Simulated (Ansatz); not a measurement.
```yaml
crystal:
  periodic: [false, false, false]
  atoms:
    - {symbol: O, position_ang: [0.461845, 0.142727, 2.681426]}
    - {symbol: C, position_ang: [0.210954, -0.020304, 1.516423]}
    - {symbol: C, position_ang: [1.255215, -0.475610, 0.520360]}
    - {symbol: C, position_ang: [0.687611, -0.764328, -0.860885]}
    - {symbol: C, position_ang: [-0.119303, 0.419181, -1.372370]}
    - {symbol: C, position_ang: [-1.179439, 0.889691, -0.400345]}
    - {symbol: O, position_ang: [-1.978202, 1.743057, -0.684178]}
    - {symbol: C, position_ang: [-1.174230, 0.225598, 0.959190]}
    - {symbol: H, position_ang: [1.773117, -1.336916, 0.949295]}
    - {symbol: H, position_ang: [1.999840, 0.328111, 0.468599]}
    - {symbol: H, position_ang: [0.055206, -1.657806, -0.823882]}
    - {symbol: H, position_ang: [1.496549, -0.994656, -1.557275]}
    - {symbol: H, position_ang: [0.535138, 1.280770, -1.552275]}
    - {symbol: H, position_ang: [-0.609692, 0.210976, -2.326473]}
    - {symbol: H, position_ang: [-1.789187, 0.777560, 1.667381]}
    - {symbol: H, position_ang: [-1.625412, -0.768051, 0.815021]}
basis:
  gaussian: {orbitals: aug-pcseg-2}
magnetization: {spin_polarized: true, initial_magnetization: 4}
hamiltonian: {xc: {name: wB97X}}
```

```sh
$ ansatz run in.yaml --threads 2 --pin off --events-out ev --progress --plain --max-ram 31744MiB --backend cuda --devices 0, --max-vram 18GiB
```

Shortened log:

```
Functional definition: wB97X
2094 factors; their error is unknown
908 factors; integrals over basis functions are off by at most 2.8e-5 eV
mean field evaluation 1: about -10433.5921 eV, gradient 3.6e1 eV
mean field evaluation 2: about -10437.4816 eV, gradient 2.5e1 eV
mean field evaluation 4: about -10440.0143 eV, gradient 1.7e0 eV
mean field evaluation 8: about -10440.0575 eV, gradient 3.2e-1 eV
mean field evaluation 16: about -10440.0040 eV, gradient 4.7e-3 eV
mean field -10440.00399274 eV, -383.6630702442 hartree, gradient 5.2e-5 eV, S^2 6.015131; 0 other end points of the search recorded, 0 dependent functions left out
reference -10440.00395053 eV, -383.6630686930 hartree; 32, 28 occupied and 520, 524 virtual orbitals, 2094 factors
Total energy: -10440.00395053 eV, -383.6630686930 hartree
```

Problem. What is wrong with this run?

Solution. The spin is set far too high for this molecule. The calculation finished and met its thresholds. The result belongs to that input, not to the molecule as meant.
